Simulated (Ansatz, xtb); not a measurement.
**Ranking isomers of C7H5Cl**

11 gas-phase structures of C7H5Cl, from a drawn sample of its isomers (lower ones may exist). Each was relaxed with GFN2-xTB:

A. `C#C[C@@H]1C=CC=C1Cl`, a singlet
B. `C#C[C@@H]1C=CC(Cl)=C1`, a singlet
C. `C#CC1(Cl)C=CC=C1`, a singlet
D. `C#CC1=CC=C(Cl)C1`, a singlet
E. `C#CC1=C[C@@H](Cl)C=C1`, a singlet
F. `C#CC1=CC(Cl)=CC1`, a singlet
G. `C#CC1=CC=C[C@@H]1Cl`, a singlet
H. `C#CC1=C(Cl)C=CC1`, a singlet
I. `C#CC1=CCC(Cl)=C1`, a singlet
J. `C#CC1=CCC=C1Cl`, a singlet
K. `C#CC1=C(Cl)CC=C1`, a singlet

Estimate their order in r2SCAN-D4/def2-SVP energy at these geometries, lowest first.

Calculated order at r2SCAN-D4/def2-SVP: D (0.0), H (1.0), F (3.2), K (9.9), I (11.5), J (13.5), G (27.0), E (35.1), B (50.1), A (50.4), C (71.9) kJ/mol. Less than 1 kcal/mol parts D and H; H and F; K and I; I and J; B and A, so the order within those pairs means little.

Energies above the lowest of each column, in kJ/mol; the last columns are at PBE-D3(BJ)/def2-SVP geometries and were run for some of them only (a dash: not run or not comparable):

```
structure  GFN2-xTB  HF/STO-3G  r2SCAN-D4/def2-SVP  PBE-D3(BJ)/def2-SVP  CCSD(T)/def2-SVP + ΔMP2/def2-TZVPP
        D       0.0        0.0                 0.0                  0.0                                 0.9
        H       2.3        1.6                 1.0                  1.3                                 0.0
        F       2.3        0.5                 3.2                  3.2                                 1.5
        K       8.1        4.3                 9.9                  9.9                                 4.8
        I       8.1        2.3                11.5                 11.5                                 6.0
        J      10.9        4.8                13.5                 13.3                                 7.4
        G      35.9       15.0                27.0                    –                                   –
        E      41.5       15.1                35.1                    –                                   –
        B      35.2       32.9                50.1                    –                                   –
        A      34.3       35.8                50.4                    –                                   –
        C      59.7       47.9                71.9                    –                                   –
```

CCSD(T)/def2-SVP + ΔMP2/def2-TZVPP has D and F and H within 1 kcal/mol of each other at the bottom, and every level picks one of them. CCSD(T)/def2-SVP + ΔMP2/def2-TZVPP orders those it was run on as H (0.0), D (0.9), F (1.5), K (4.8), I (6.0), J (7.4) kJ/mol. Less than 1 kcal/mol parts H and D; D and F; F and K; K and I; I and J, so the order within those pairs means little. Frequencies (GFN2-xTB) were run for D, F, H, I, J, K alone. ΔMP2 is the change of the MP2 energy from the smaller to the larger basis.

Over these structures GFN2-xTB departs from r2SCAN-D4/def2-SVP by 6.1 kJ/mol on average once a common shift is removed. A GFN2-xTB relaxation took about 0.07 s and the r2SCAN-D4/def2-SVP energy about 3.6 s on a shared host (Ansatz 0.2.0, xtb 6.7.1).
